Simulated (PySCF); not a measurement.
C₄H₈F₂O₂Si.
SMILES with atom numbers: `[F:1][CH2:2][C@@H:3]1[O:4][SiH2:5][O:6][C@@H:7]1[CH2:8][F:9]` (hydrogens: H10, H11 on C2; H12 on C3; H13, H14 on Si5; H15 on C7; H16, H17 on C8)

All values: CAM-B3LYP/def2-SVPD (PySCF, non-relativistic), on one gas-phase PBE0-D3(BJ)/def2-SVP geometry that isn't relaxed in the solvent. The solvent is an IEF-PCM continuum (cavity from Bondi-type radii × 1.2), and excitations are vertical TDDFT with non-equilibrium linear response and a frozen core. The model holds no explicit solvent molecules, cavitation or dispersion.

Gas-phase singlets (H = HOMO, L = LUMO):

```
state  E (eV)  λ (nm)      f                leading configurations
   S1   7.173     173  0.002                    H-1→L 75%, H→L 17%
   S2   7.520     165  0.002                    H→L 71%, H-1→L 17%
   S3   7.860     158  0.019                  H→L+1 69%, H→L+3 11%
   S4   8.016     155  0.024  H-1→L+1 58%, H-1→L+3 16%, H-1→L+2 8%
   S5   8.386     148  0.013       H→L+2 35%, H→L+3 25%, H→L+1 16%
```

Task: What are the lowest 5 singlets in benzene (ε = 2.271)?

Result: 
```csv
state,E (eV),λ (nm),f,leading configurations,change by rank (eV)
S1,7.159,173,0.002,"H-1→L 76%, H→L 15%",-0.014
S2,7.514,165,0.003,"H→L 72%, H-1→L 16%",-0.006
S3,7.858,158,0.025,"H→L+1 69%, H→L+3 11%",-0.002
S4,8.007,155,0.036,"H-1→L+1 62%, H-1→L+3 13%, H-1→L+2 10%",-0.009
S5,8.382,148,0.020,"H→L+2 42%, H→L+3 19%, H→L+1 15%",-0.004
```

Task: How do the frontier levels move from gas to benzene?

Result: 
```tsv
orbital	gas (eV)	solvent (eV)	change (eV)	Löwdin shares, gas	Löwdin shares, solvent
LUMO+2	1.63	1.68	+0.05	Si5 20 %, F9 14 %, C8 10 %, H11 7 %	F9 18 %, Si5 16 %, C8 12 %, H11 7 %
LUMO+1	1.16	1.25	+0.09	Si5 18 %, H15 9 %, C2 8 %, H12 8 %	Si5 21 %, C2 8 %, H15 8 %, C7 7 %
LUMO	0.98	1.04	+0.06	Si5 36 %, O6 15 %, O4 14 %, H13 13 %	Si5 35 %, O6 15 %, O4 14 %, H13 13 %
HOMO	-9.74	-9.67	+0.07	O6 38 %, C7 12 %, O4 10 %, H15 8 %	O6 37 %, C7 13 %, O4 10 %, H15 8 %
HOMO-1	-9.87	-9.81	+0.06	O4 34 %, Si5 17 %, H13 11 %, H14 11 %	O4 33 %, Si5 17 %, H13 11 %, H14 11 %
HOMO-2	-10.67	-10.59	+0.08	O4 16 %, C7 15 %, C3 14 %, C8 12 %	C7 16 %, O4 15 %, C3 15 %, C8 12 %
HOMO-3	-11.40	-11.37	+0.03	O6 37 %, O4 26 %, F9 9 %, C8 7 %	O6 34 %, O4 21 %, F9 13 %, C8 10 %
```

The HOMO–LUMO gap goes from 10.72 to 10.70 eV.
